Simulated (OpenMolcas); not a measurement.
An OpenMolcas run meant for Zr+ (ANO-R1, X2C; inactive shells 1s 2s 2p 3s 3p 3d 4s 4p; intended active space 3 electrons in 6 orbitals (4d 5s)). One step of its input:

```
&RASSCF
FileOrb=start.orb
Symmetry=1
Spin=4
nActEl=3 0 0
Inactive=9 9
Ras2=6 0
CIRoot=25 25 1
SDav=20
CIMx=300
Iter=56 100
PrWF=0.3
OrbListing=Nothing
MaxOrb=0
Atom
CIOnly
>>> COPY $Project.JobIph JOB001
```

Lines from the output:

```
...
      Number of secondary orbitals              16
      Spin quantum number                      1.5
      State symmetry                             1
Orbital specifications:
      -----------------------

      Symmetry species                           1   2
                                                ag  au
      Frozen orbitals                            0   0
      Inactive orbitals                          9   9
      Active orbitals                            6   0
      RAS1 orbitals                              0   0
      RAS2 orbitals                              6   0
      RAS3 orbitals                              0   0
      Secondary orbitals                         6  10
      Deleted orbitals                           0   0
      Number of basis functions                 21  19
      Number of CSFs                            20
      Number of root(s) required                25
 ************ ERROR ***********
  You can't ask for more roots
  than there are configurations
 ******************************
--- Stop Module: rasscf at  /rc=_RC_INPUT_ERROR_ ---
.####################.
.# User input error #.
.####################.
```

Question: What is wrong with the input?

Answer: CIRoot asks for more roots than the active space has configuration state functions.
